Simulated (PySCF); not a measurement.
One molecule, a ladder of functionals, a line

Molecule: `InChI=1S/C2H8OSSi/c1-4-2-3-5/h2H2,1,5H3`.

Geometry:
| atom | x (Å) | y (Å) | z (Å) |
| --- | --- | --- | --- |
| C1 | -2.397 | 0.031 | 0.566 |
| S2 | -1.604 | -0.744 | -0.858 |
| C3 | 0.082 | -0.815 | -0.236 |
| O4 | 0.617 | 0.460 | -0.032 |
| Si5 | 2.220 | 0.743 | 0.337 |
| H6 | -3.442 | 0.226 | 0.289 |
| H7 | -1.904 | 0.986 | 0.799 |
| H8 | -2.379 | -0.627 | 1.448 |
| H9 | 0.643 | -1.385 | -1.000 |
| H10 | 0.096 | -1.399 | 0.705 |
| H11 | 3.107 | 0.176 | -0.727 |
| H12 | 2.588 | 0.111 | 1.643 |
| H13 | 2.378 | 2.219 | 0.418 |

GIAO shieldings (ppm, equivalent atoms averaged) in PySCF on the PBE0-D3(BJ)/def2-SVP geometry, basis pcSseg-1, gas phase, non-relativistic:

| functional | exact exchange (%) | σ(C3) | σ(S2) | σ(O4) | σ(Si5) |
| --- | --- | --- | --- | --- | --- |
| BLYP | 0 | 96.1 | 437.4 | 290.3 | 364.4 |
| BP86 | 0 | 101.8 | 464.6 | 296.8 | 368.0 |
| PBE | 0 | 102.2 | 467.0 | 296.8 | 369.0 |
| PBE0 | 25 | 110.8 | 500.2 | 310.4 | 383.9 |
| mPW1PW91 | 25 | 110.1 | 496.1 | 309.7 | 382.7 |
| BHandHLYP | 50 | 113.3 | 501.4 | 316.4 | 394.9 |
| HF | 100 | 128.2 | 558.2 | 334.2 | 430.8 |

Problem. Fit each shielding as a line in the percentage of exact exchange.

Solution. σ(C3) = 101.0 + 0.28 x (rms 2.4 ppm); σ(S2) = 461.0 + 0.99 x (rms 12.0 ppm); σ(O4) = 296.5 + 0.40 x (rms 3.1 ppm); σ(Si5) = 366.9 + 0.63 x (rms 1.9 ppm). The functionals also differ in their semilocal parts, which the line can't hold; Hartree–Fock has no correlation at all.

Problem. What does the line predict for B3LYP (20 %), and what does the run give?

Solution. σ(C3): 106.6 predicted, 103.6 computed; σ(S2): 480.8 predicted, 466.0 computed; σ(O4): 304.5 predicted, 302.4 computed; σ(Si5): 379.5 predicted, 375.9 computed ppm.
